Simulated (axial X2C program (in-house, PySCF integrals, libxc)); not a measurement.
## Outer orbitals of CI⁺ at 1.910 Å, PBE0

Computed with an axial X2C code built on PySCF integrals. Spin-free means the one-electron spin-free X2C Hamiltonian; two-component (2c) means X2C with spin–orbit coupling and atomic mean-field two-electron Coulomb and Gaunt terms, so the difference of the two also holds small scalar two-electron terms. Basis: I dyall-cv3z [11s12p8d4f1g], C dyall-v3z [7s6p2d1f] (cores contracted in-house); Gaussian nuclei, density fitting, unrestricted open shells. Masses: I 126.904 u, C 12.000 u.

The distance is close to the 2c PBE0 minimum; the highest filled and lowest empty levels are listed.

Spin-free orbitals, state M_S = 0, Λ = 0 (closed shell) (Löwdin shares):

```
symmetry  occupied  ε (eV)           atomic character
      σα       yes  -29.76  55% I s, 25% C s, 13% C p
      σα       yes  -23.05  37% C s, 30% I p, 26% I s
     π+α       yes  -16.77   72% I p, 24% C p, 3% C d
     π-α       yes  -16.77   72% I p, 24% C p, 3% C d
      σα       yes  -16.31  50% C p, 24% I p, 21% C s
     π+α        no  -10.79   67% C p, 23% I p, 8% I d
     π-α        no  -10.79   67% C p, 23% I p, 8% I d
      σα        no   -7.01  34% I p, 31% I d, 23% C p
      σα        no   -2.86  62% I s, 13% C s, 10% C p
```

One partner of each degenerate Kramers or spin pair is listed.

Spinors with spin–orbit coupling (state Ω = 0):

| ω | occupied | ε (eV) | atomic character | λ mixture |
| --- | --- | --- | --- | --- |
| 1/2 | yes | -29.75 | 56% I s, 24% C s, 13% C p | 100% σ |
| 1/2 | yes | -23.04 | 37% C s, 30% I p, 25% I s | 100% σ |
| 1/2 | yes | -17.16 | 72% I p, 22% C p, 3% C s | 90% π, 10% σ |
| 3/2 | yes | -16.49 | 69% I p, 28% C p, 2% C d | 100% π |
| 1/2 | yes | -16.20 | 49% C p, 28% I p, 18% C s | 90% σ, 10% π |
| 1/2 | no | -10.81 | 70% C p, 20% I p, 8% I d | 100% π |
| 3/2 | no | -10.71 | 63% C p, 27% I p, 8% I d | 100% π |
| 1/2 | no | -6.99 | 34% I p, 31% I d, 22% C p | 100% σ |
| 1/2 | no | -2.86 | 62% I s, 13% C s, 10% C p | 100% σ |

One partner of each degenerate Kramers or spin pair is listed.

(1) How does the gap between the highest filled and lowest empty level change from the spin-free to the 2c table?

Mulliken charges and populations of the two-component result (they depend on the basis, above all on diffuse functions):

I 0.91 e (s 9.91 p 22.11 d 20.05 f 0.02), C 0.09 e (s 3.96 p 1.87 d 0.07).

One determinant describes the state; a PBE0 search over occupations chose it and may have missed a lower one.

Results:

(1) From 5.52 to 5.39 eV at PBE0, a change of -0.13 eV.
